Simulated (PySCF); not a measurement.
SMILES CC(=O)C[Si](C)(C)C (C6H14OSi), GFN2-xTB optimised geometry.

```
22

C      2.49    -1.84    -1.55
C      2.03    -1.48    -0.16
O      2.03    -2.28     0.75
C      1.54    -0.08     0.00
Si    -0.40    -0.08     0.00
C     -0.99    -1.00     1.56
C     -1.04    -0.95    -1.58
C     -0.95     1.74     0.00
H      2.63    -2.92    -1.63
H      3.44    -1.35    -1.74
H      1.77    -1.50    -2.29
H      1.93     0.56    -0.79
H      1.86     0.30     0.97
H     -0.41    -1.90     1.71
H     -2.03    -1.28     1.49
H     -0.87    -0.38     2.45
H     -0.66    -0.48    -2.48
H     -2.12    -0.90    -1.62
H     -0.75    -2.00    -1.59
H     -0.61     2.26    -0.89
H     -2.03     1.81     0.03
H     -0.56     2.28     0.86
```

Density from PBE/def2-SVP (PySCF 2.14.0) at that geometry.

Minimum of the electron density along straight lines between bonded atoms, close to the bond critical point (lines longer than 1.1 times the sum of covalent radii, or with two minima, are not listed):

```json
[
 {"bond": "C1–C2", "length / Å": "1.511", "ρ at the minimum / e bohr⁻³": "0.253", "∇²ρ there / e bohr⁻⁵": "-0.57", "position (fraction from the first atom)": "0.50"},
 {"bond": "C2–O3", "length / Å": "1.210", "ρ at the minimum / e bohr⁻³": "0.407", "∇²ρ there / e bohr⁻⁵": "0.40", "position (fraction from the first atom)": "0.33"},
 {"bond": "C2–C4", "length / Å": "1.486", "ρ at the minimum / e bohr⁻³": "0.262", "∇²ρ there / e bohr⁻⁵": "-0.59", "position (fraction from the first atom)": "0.51"},
 {"bond": "C4–Si5", "length / Å": "1.935", "ρ at the minimum / e bohr⁻³": "0.102", "∇²ρ there / e bohr⁻⁵": "0.27", "position (fraction from the first atom)": "0.62"},
 {"bond": "Si5–C6", "length / Å": "1.901", "ρ at the minimum / e bohr⁻³": "0.111", "∇²ρ there / e bohr⁻⁵": "0.30", "position (fraction from the first atom)": "0.38"},
 {"bond": "Si5–C7", "length / Å": "1.908", "ρ at the minimum / e bohr⁻³": "0.109", "∇²ρ there / e bohr⁻⁵": "0.31", "position (fraction from the first atom)": "0.38"},
 {"bond": "Si5–C8", "length / Å": "1.908", "ρ at the minimum / e bohr⁻³": "0.109", "∇²ρ there / e bohr⁻⁵": "0.31", "position (fraction from the first atom)": "0.38"},
 {"bond": "C1–H9", "length / Å": "1.087", "ρ at the minimum / e bohr⁻³": "0.275", "∇²ρ there / e bohr⁻⁵": "-1.01", "position (fraction from the first atom)": "0.64"},
 {"bond": "C1–H10", "length / Å": "1.089", "ρ at the minimum / e bohr⁻³": "0.270", "∇²ρ there / e bohr⁻⁵": "-0.96", "position (fraction from the first atom)": "0.63"},
 {"bond": "C1–H11", "length / Å": "1.086", "ρ at the minimum / e bohr⁻³": "0.273", "∇²ρ there / e bohr⁻⁵": "-0.98", "position (fraction from the first atom)": "0.63"},
 {"bond": "C4–H12", "length / Å": "1.087", "ρ at the minimum / e bohr⁻³": "0.271", "∇²ρ there / e bohr⁻⁵": "-0.95", "position (fraction from the first atom)": "0.62"},
 {"bond": "C4–H13", "length / Å": "1.088", "ρ at the minimum / e bohr⁻³": "0.269", "∇²ρ there / e bohr⁻⁵": "-0.95", "position (fraction from the first atom)": "0.63"},
 {"bond": "C6–H14", "length / Å": "1.086", "ρ at the minimum / e bohr⁻³": "0.271", "∇²ρ there / e bohr⁻⁵": "-0.98", "position (fraction from the first atom)": "0.64"},
 {"bond": "C6–H15", "length / Å": "1.086", "ρ at the minimum / e bohr⁻³": "0.269", "∇²ρ there / e bohr⁻⁵": "-0.94", "position (fraction from the first atom)": "0.63"},
 {"bond": "C6–H16", "length / Å": "1.086", "ρ at the minimum / e bohr⁻³": "0.269", "∇²ρ there / e bohr⁻⁵": "-0.94", "position (fraction from the first atom)": "0.63"},
 {"bond": "C7–H17", "length / Å": "1.087", "ρ at the minimum / e bohr⁻³": "0.269", "∇²ρ there / e bohr⁻⁵": "-0.94", "position (fraction from the first atom)": "0.63"},
 {"bond": "C7–H18", "length / Å": "1.086", "ρ at the minimum / e bohr⁻³": "0.269", "∇²ρ there / e bohr⁻⁵": "-0.95", "position (fraction from the first atom)": "0.63"},
 {"bond": "C7–H19", "length / Å": "1.086", "ρ at the minimum / e bohr⁻³": "0.270", "∇²ρ there / e bohr⁻⁵": "-0.95", "position (fraction from the first atom)": "0.63"},
 {"bond": "C8–H20", "length / Å": "1.086", "ρ at the minimum / e bohr⁻³": "0.270", "∇²ρ there / e bohr⁻⁵": "-0.95", "position (fraction from the first atom)": "0.63"},
 {"bond": "C8–H21", "length / Å": "1.085", "ρ at the minimum / e bohr⁻³": "0.270", "∇²ρ there / e bohr⁻⁵": "-0.95", "position (fraction from the first atom)": "0.63"},
 {"bond": "C8–H22", "length / Å": "1.086", "ρ at the minimum / e bohr⁻³": "0.270", "∇²ρ there / e bohr⁻⁵": "-0.95", "position (fraction from the first atom)": "0.63"}
]
```
